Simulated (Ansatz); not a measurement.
Ansatz (a first-principles code) input (BHLYP/def2-TZVPD):

Ansatz 0.2 input:
```yaml
crystal:
  periodic: [false, false, false]
  atoms:
    - {symbol: B, position_ang: [-0.00000000, -0.00000000, -0.78099334]}
    - {symbol: F, position_ang: [0.00000000, 0.00000000, 0.43388519]}
basis:
  gaussian:
    orbitals: def2-TZVPD
hamiltonian:
  xc: {name: BHLYP}
total_charge: 1
magnetization: {spin_polarized: true, initial_magnetization: 1}
output: {forces: true}
```

Output:

```
Functional definition: BHLYP
integrals: 0.01 GiB planned
426 factors; their error is unknown
mean field: 0.17 GiB planned
mean field evaluation 1: about -3370.5176 eV, gradient 6.3e1 eV
mean field evaluation 2: about -3345.6192 eV, gradient 1.1e2 eV
mean field evaluation 4: about -3381.5824 eV, gradient 9.3e-1 eV
mean field evaluation 8: about -3381.6097 eV, gradient 2.3e-2 eV
mean field -3381.60966415 eV, -124.2718630203 hartree, gradient 5.9e-5 eV, S^2 0.751444; 0 other end points of the search recorded, 0 dependent functions left out
the calculation of the forces begins
reference -3381.60976632 eV, -124.2718667748 hartree; 7, 6 occupied and 70, 71 virtual orbitals, 426 factors
Total energy: -3381.60976632 eV, -124.2718667748 hartree
Atom 0 at    -0.000000    -0.000000    -0.780993 Å, force    -0.000000    -0.000000     0.856483 eV/Å
Atom 1 at     0.000000     0.000000     0.433885 Å, force     0.000000     0.000000    -0.856483 eV/Å
Dipole moment:    -0.000000    -0.000000    -0.759288 e Å
```
